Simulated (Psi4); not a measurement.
C2H (SMILES [C]#C), doublet (typed; the unrestricted solution is spin-contaminated), at a GFN2-xTB geometry; CCSD(T)/6-311G** in Psi4.

Psi4 was given this input:
```
memory 2 GB

molecule mol {
0 2
C    -0.000000   -0.000000   -0.468661
C     0.000000    0.000000    0.723271
H    -0.000000   -0.000000   -1.527659
}

set {
  basis 6-311g**
  reference uhf
}

energy('ccsd(t)')
print_variables()
```

What the program printed (banner, timings and long lists left out):

```
   => Loading Basis Set <=

    Name: 6-311G**
    Role: ORBITAL
    Keyword: BASIS

         ---------------------------------------------------------
                                   SCF
               by Justin Turney, Rob Parrish, Andy Simmonett
                          and Daniel G. A. Smith
                              UHF Reference
         ---------------------------------------------------------

  ==> Geometry <==

    Molecular point group: c2v
    Full point group: C_inf_v

    Geometry (in Angstrom), charge = 0, multiplicity = 2:

       Center              X                  Y                   Z               Mass
    ------------   -----------------  -----------------  -----------------  -----------------
         C            0.000000000000     0.000000000000    -0.529270309971    12.000000000000
         C            0.000000000000     0.000000000000     0.662661690029    12.000000000000
         H            0.000000000000     0.000000000000    -1.588268309971     1.007825032230

  Running in c2v symmetry.

  Rotational constants: A = ************  B =      1.50874  C =      1.50874 [cm^-1]
  Rotational constants: A = ************  B =  45230.92668  C =  45230.92668 [MHz]
  Nuclear repulsion =   20.391506862298233

  Charge       = 0
  Multiplicity = 2
  Electrons    = 13
  Nalpha       = 7
  Nbeta        = 6

  ==> Algorithm <==

  SCF Algorithm Type is PK.
  DIIS enabled.
  MOM disabled.
  Fractional occupation disabled.
  Guess Type is SAD.
  Energy threshold   = 1.00e-08
  Density threshold  = 1.00e-08
  Integral threshold = 1.00e-12

  ==> Primary Basis <==

  Basis Set: 6-311G**
    Blend: 6-311G**
    Number of shells: 20
    Number of basis functions: 42
    Number of Cartesian functions: 44
    Spherical Harmonics?: true
    Max angular momentum: 2

  ==> Integral Setup <==

  Using in-core PK algorithm.
   Calculation information:
      Number of atoms:                   3
      Number of AO shells:              20
      Number of primitives:             40
      Number of atomic orbitals:        44
      Number of basis functions:        42

      Integral cutoff                 1.00e-12
      Number of threads:                 1

  Performing in-core PK
  Using 816312 doubles for integral storage.
  We computed 22149 shell quartets total.
  Whereas there are 22155 unique shell quartets.

  ==> DiskJK: Disk-Based J/K Matrices <==

    J tasked:                  Yes
    K tasked:                  Yes
    wK tasked:                  No
    Schwarz Cutoff:          1E-12

  Minimum eigenvalue in the overlap matrix is 1.3355826932E-03.
  Reciprocal condition number of the overlap matrix is 3.0527927724E-04.
    Using symmetric orthogonalization.

  ==> Pre-Iterations <==

  SCF Guess: Superposition of Atomic Densities via on-the-fly atomic UHF (no occupation information).

   -------------------------
    Irrep   Nso     Nmo
   -------------------------
     A1        22      22
     A2         2       2
     B1         9       9
     B2         9       9
   -------------------------
    Total      42      42
   -------------------------

  ==> Iterations <==

                        Total Energy        Delta E     RMS |[F,P]|

   @UHF iter SAD:   -75.25700724334922   -7.52570e+01   0.00000e+00
   @UHF iter   1:   -76.11059034246026   -8.53583e-01   1.14054e-02 ADIIS/DIIS
   @UHF iter   2:   -76.14622503821123   -3.56347e-02   6.05244e-03 ADIIS/DIIS
   @UHF iter   3:   -76.15790519103355   -1.16802e-02   1.78923e-03 ADIIS/DIIS
   @UHF iter   4:   -76.16020042904044   -2.29524e-03   9.85493e-04 ADIIS/DIIS
   @UHF iter   5:   -76.16178578489385   -1.58536e-03   8.53766e-04 ADIIS/DIIS
   @UHF iter   6:   -76.16456801902137   -2.78223e-03   7.16503e-04 ADIIS/DIIS
   @UHF iter   7:   -76.16881351373053   -4.24549e-03   2.07684e-04 ADIIS/DIIS
   @UHF iter   8:   -76.16850013664590    3.13377e-04   2.56845e-04 ADIIS/DIIS
   @UHF iter   9:   -76.16884283091024   -3.42694e-04   4.46380e-05 DIIS
[...]
  @UHF Final Energy:   -76.16884925372989
    Total Energy =                        -76.1688492537298885
[...]
              4  22        -0.0405423119
              5  30        -0.0405423119
              3   0         0.0347623170
              2   0        -0.0275420791
              4  21         0.0192902900
              5  29         0.0192902900
              4  23        -0.0163471803
              5  31        -0.0163471803

    Largest TIJAB Amplitudes:
      6   5  27  19        -0.0353294387
      6   5  17   7        -0.0204917490
      5   4  19   3        -0.0193082947
      6   4  27   3        -0.0193082947
      6   5  28  20        -0.0179738520
      6   5  27  21        -0.0175332011
      6   5  29  19        -0.0175332011
      5   4  20   2        -0.0142535604
      6   4  28   2        -0.0142535604
      5   4  19   6        -0.0141366141

    Largest Tijab Amplitudes:
      5   4  28  20        -0.0327445680
      5   4  18   8        -0.0198609824
      5   4  29  21        -0.0184754908
      5   4  28  22        -0.0171241586
      5   4  30  20        -0.0171241586
      4   3  20   2         0.0164247657
      5   3  28   2         0.0164247657
      5   4  30  22        -0.0132379673
      4   3  23   2        -0.0117032898
      5   3  31   2        -0.0117032898

    Largest TIjAb Amplitudes:
      5   4  19  20        -0.0962218062
      6   5  27  28        -0.0962218062
      5   5  19  28        -0.0573067444
      6   4  27  20        -0.0573067444
      4   4  19   0         0.0566437949
      4   5  27   0         0.0566437949
      5   4  19  22        -0.0490523955
      6   5  27  30        -0.0490523955
      5   4  21  20        -0.0439931238
      6   5  29  28        -0.0439931238

    SCF energy       (wfn)                    =  -76.168849253729888
    Reference energy (file100)                =  -76.168849253730130

    Opposite-spin MP2 correlation energy      =   -0.185724708833239
    Same-spin MP2 correlation energy          =   -0.060303732457816
    Singles MP2 correlation energy            =   -0.000000000000000
    MP2 correlation energy                    =   -0.246028441291055
      * MP2 total energy                      =  -76.414877695021190

    Opposite-spin CCSD correlation energy     =   -0.228084027503241
    Same-spin CCSD correlation energy         =   -0.052925305359449
    Singles CCSD correlation energy           =    0.000000000000000
    CCSD correlation energy                   =   -0.281009332862689
      * CCSD total energy                     =  -76.449858586592825

            **************************
            *                        *
            *        CCTRIPLES       *
            *                        *
            **************************

    Wave function   =    CCSD_T
    Reference wfn   =      UHF

    Nuclear Rep. energy (wfn)                =   20.391506862298233
    SCF energy          (wfn)                =  -76.168849253729888
    Reference energy    (file100)            =  -76.168849253730130
    CCSD energy         (file100)            =   -0.281009332862689
    Total CCSD energy   (file100)            =  -76.449858586592825

    Number of ijk index combinations:
    Spin Case AAA:                                  35
    Spin Case BBB:                                  20
    Spin Case AAB:                                 126
    Spin Case ABB:                                 105
    AAA (T) energy                             =   -0.000217984849824
    BBB (T) energy                             =   -0.000161832058249
    AAB (T) energy                             =   -0.006171157315722
    ABB (T) energy                             =   -0.005199984020704
    (T) energy                                   =   -0.011750958244499
      * CCSD(T) total energy                     =  -76.461609544837316

  Variable Map:
  ----------------------------------------------------------------------------
[...]
  Array Variable Map:
  ----------------------------------------------------------------------------
[...]
[...]
```
